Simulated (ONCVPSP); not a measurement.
Logarithmic derivatives: gold (Au), ONCV

* Element: gold (Au)
* Generator: ONCVPSP 4.0.1
* Type: optimised norm-conserving Vanderbilt (ONCV)
* Functional: PBEsol
* Relativity: fully relativistic
* Frozen core: [Kr] 4d10 4f14
* Valence charge: 19
* Reference configuration: 5s2 5p6 5d10 (charge +1)
* Partial waves: 5s: rc 1.25 bohr, ncon 4, nbas 7, qcut 7.7 1/bohr, 3 projectors, debl 0.8 Ha; 5p: rc 1.45 bohr, ncon 3, nbas 7, qcut 7.6 1/bohr, 2 projectors, debl 3.8 Ha; 5d: rc 1.50 bohr, ncon 3, nbas 6, qcut 7.4 1/bohr, 2 projectors, debl 1.4 Ha
* Local potential: polynomial inside 1.15 bohr (lpopt 5, dvloc0 0 Ha)
* Core correction: none

Open shells are filled in proportion to 2j + 1.

In the s channel the program set the typed energies aside and used -4.288, 0.250, 1.050 Ha.

The phase is arctan(r·R′/R) of the radial function R(r), unwrapped; energies in Ha, scanned from -6 to 5 Ha. A pole is an energy at which the radial function vanishes at the test radius. The pseudo phase is shifted by a multiple of π to meet the all-electron one at the reference energy, and phase errors are pseudo minus all-electron; the curves can meet again beyond the range given. Levels narrower than the energy grid can be missing from the lists of poles.

| channel | radius (bohr) | reference energy (Ha) | poles, all-electron | poles, pseudo | unbroken range about the reference energy with phases within 0.05 rad | phase error 1 Ha above the reference energy (rad) |
| --- | --- | --- | --- | --- | --- | --- |
| s | 1.27 | -4.29 | -2.56 | -2.56 | the whole range | -0.000 |
| p3/2 | 1.47 | -2.35 | -1.05 | -1.05 | the whole range | -0.000 |
| p1/2 | 1.47 | -2.96 | -2.05 | -2.05 | the whole range | -0.000 |
| d5/2 | 1.52 | -0.54 | 1.62 | 1.62 | the whole range | +0.000 |
| d3/2 | 1.52 | -0.60 | 1.41 | 1.41 | the whole range | +0.000 |

Note: ghosts flagged at negative energy: s at -7204.5 eV; GHOST(+) flagged for s at 558.9 eV. A true bound ghost makes a file unfit for plane-wave use.

Phases in the p1/2 channel:

```tsv
E (Ha)	all-electron	pseudo
-5.96	1.192	1.192
-5.68	1.159	1.159
-5.40	1.117	1.116
-5.12	1.059	1.058
-4.84	0.976	0.975
-4.56	0.847	0.847
-4.28	0.629	0.628
-4.00	0.235	0.234
-3.72	-0.359	-0.359
-3.44	-0.871	-0.871
-3.16	-1.169	-1.169
-2.88	-1.338	-1.338
-2.60	-1.444	-1.444
-2.32	-1.518	-1.518
-2.04	-1.573	-1.573
-1.76	-1.617	-1.617
-1.48	-1.655	-1.655
-1.20	-1.689	-1.689
-0.92	-1.721	-1.721
-0.64	-1.752	-1.752
-0.36	-1.784	-1.784
-0.08	-1.817	-1.818
0.20	-1.854	-1.854
0.48	-1.896	-1.896
0.76	-1.944	-1.944
1.04	-2.003	-2.003
1.32	-2.076	-2.076
1.60	-2.170	-2.170
1.88	-2.296	-2.296
2.16	-2.469	-2.469
2.44	-2.705	-2.706
2.72	-3.009	-3.012
3.00	-3.343	-3.349
3.28	-3.645	-3.652
3.56	-3.879	-3.886
3.84	-4.049	-4.056
4.12	-4.172	-4.180
4.40	-4.264	-4.271
4.68	-4.333	-4.341
4.96	-4.388	-4.395
```
